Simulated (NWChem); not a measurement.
System: CH$_{4}$ClFOSi; SMILES CO[SiH](F)Cl

The following NWChem deck was run.

```
start job
memory heap 200 mb stack 900 mb global 1100 mb
geometry units angstroms noautosym nocenter noautoz
  Si     0.290185    -0.082300     0.379816
  F      1.783642     0.082501    -0.253478
  Cl    -0.426255    -1.943467    -0.097451
  O     -0.742506     1.011443    -0.304182
  C     -0.618774     2.419933    -0.159581
  H      0.416539     0.085027     1.855426
  H      0.263998     2.810071    -0.711664
  H     -0.529353     2.726421     0.907610
  H     -1.529604     2.892446    -0.577715
end
basis spherical
  * library 6-31g*
end
dft
  xc m05-2x
  iterations 150
end
cosmo
  do_cosmo_smd true
  solvent octanol
end
task dft energy
```

NWChem printed, in part:

```
             Northwest Computational Chemistry Package (NWChem) 7.3.0
             --------------------------------------------------------

                             Geometry "geometry" -> ""
                             -------------------------

 Output coordinates in angstroms (scale by  1.889725989 to convert to a.u.)

  No.       Tag          Charge          X              Y              Z
 ---- ---------------- ---------- -------------- -------------- --------------
    1 Si                  14.0000     0.29018500    -0.08230000     0.37981600
    2 F                    9.0000     1.78364200     0.08250100    -0.25347800
    3 Cl                  17.0000    -0.42625500    -1.94346700    -0.09745100
    4 O                    8.0000    -0.74250600     1.01144300    -0.30418200
    5 C                    6.0000    -0.61877400     2.41993300    -0.15958100
    6 H                    1.0000     0.41653900     0.08502700     1.85542600
    7 H                    1.0000     0.26399800     2.81007100    -0.71166400
    8 H                    1.0000    -0.52935300     2.72642100     0.90761000
    9 H                    1.0000    -1.52960400     2.89244600    -0.57771500

 Effective nuclear repulsion energy (a.u.)     303.4404500263

                                 NWChem DFT Module
                                 -----------------

 Summary of "ao basis" -> "ao basis" (spherical)
 ------------------------------------------------------------------------------
       Tag                 Description            Shells   Functions and Types
 ---------------- ------------------------------  ------  ---------------------
 Si                          6-31g*                  8       18   4s3p1d
 F                           6-31g*                  6       14   3s2p1d
 Cl                          6-31g*                  8       18   4s3p1d
 O                           6-31g*                  6       14   3s2p1d
 C                           6-31g*                  6       14   3s2p1d
 H                           6-31g*                  2        2   2s

 in cosmo_initialize ...
 calling solv_data for solv:octanol

 solvent parameters
 solvname_short: octanol
 solvname_long:  1-octanol
 dielec:        9.8629
 dielecinf:     2.0435
 nonaqueous SMD model solvent descriptors
 dielec:        9.8629
 sola:          0.3700
 solb:          0.4800
 solc:          0.0000
 solg:         39.0100
 solh:          0.0000
 soln:          1.4295

[...]

                                COSMO-SMD solvation results
                                ---------------------------

             internal energy in gas <Psi(g)|H|Psi(g)> =      -965.328607164815
         internal energy in solvent <Psi(s)|H|Psi(s)> =      -965.327630490321
                               delta internal energy  =         0.000976674495 (    0.61 kcal/mol)
   total free energy in solvent <Psi(s)|H+V/2|Psi(s)> =      -965.335432914607
 polarization energy contribution <Psi(s)|V/2|Psi(s)> =        -0.007802424287 (   -4.90 kcal/mol)
    total free energy in solvent including G(SMD-CDS) =      -965.334923590087
                       G(SMD-CDS) energy contribution =         0.000509324520 (    0.32 kcal/mol)
     1 M fixed-concentration free energy of solvation =        -0.006316425272 (   -3.96 kcal/mol)

                       DFT Final Molecular Orbital Analysis
                       ------------------------------------

 Vector   27  Occ=2.000000D+00  E=-4.077581D-01
              MO Center= -4.5D-01, -1.1D+00, -7.0D-02, r^2= 3.7D+00
   Bfn.  Coefficient  Atom+Function         Bfn.  Coefficient  Atom+Function
  ----- ------------  ---------------      ----- ------------  ---------------
    41      0.522988  3 Cl pz                39      0.286943  3 Cl px
    45      0.287336  3 Cl pz                40     -0.211011  3 Cl py
    37     -0.203250  3 Cl pz                43      0.152023  3 Cl px
    53     -0.136911  4 O  px                56      0.126509  4 O  s
    44     -0.122206  3 Cl py                55     -0.122351  4 O  pz

 Vector   28  Occ=2.000000D+00  E=-3.958919D-01
              MO Center= -4.8D-01,  5.3D-01,  3.1D-02, r^2= 4.4D+00
   Bfn.  Coefficient  Atom+Function         Bfn.  Coefficient  Atom+Function
  ----- ------------  ---------------      ----- ------------  ---------------
    41      0.348296  3 Cl pz                53      0.345723  4 O  px
    57      0.254932  4 O  px                67     -0.202183  5 C  px
    45      0.195701  3 Cl pz                80     -0.194830  6 H  s
    55      0.172665  4 O  pz                 9     -0.159734  1 Si pz
    85      0.151027  9 H  s                 79     -0.142116  6 H  s

 Vector   29  Occ=2.000000D+00  E=-3.808086D-01
              MO Center= -4.7D-01,  1.3D+00, -9.6D-02, r^2= 2.5D+00
   Bfn.  Coefficient  Atom+Function         Bfn.  Coefficient  Atom+Function
  ----- ------------  ---------------      ----- ------------  ---------------
    55      0.443185  4 O  pz                59      0.353238  4 O  pz
    53     -0.231841  4 O  px                69     -0.214447  5 C  pz
    57     -0.190254  4 O  px                84     -0.169591  8 H  s
    82      0.168466  7 H  s                 81      0.164942  7 H  s
    80     -0.157440  6 H  s                 83     -0.153754  8 H  s

 Vector   30  Occ=0.000000D+00  E= 7.672352D-02
              MO Center=  1.2D-01, -5.7D-01,  3.8D-01, r^2= 4.4D+00
   Bfn.  Coefficient  Atom+Function         Bfn.  Coefficient  Atom+Function
  ----- ------------  ---------------      ----- ------------  ---------------
    12     -0.926515  1 Si py                10      0.902004  1 Si s
    42     -0.782418  3 Cl s                 44     -0.602613  3 Cl py
     8     -0.433260  1 Si py                70      0.416398  5 C  s
     6      0.409045  1 Si s                 80     -0.314758  6 H  s
    38     -0.284053  3 Cl s                 40     -0.267566  3 Cl py

[...]
```

Level: M05-2X/6-31G* (spherical d), SMD on the gas-phase geometry. All runs use the structure optimised with PBE-D3(BJ)/def2-SVP. Solvent: 1-octanol.
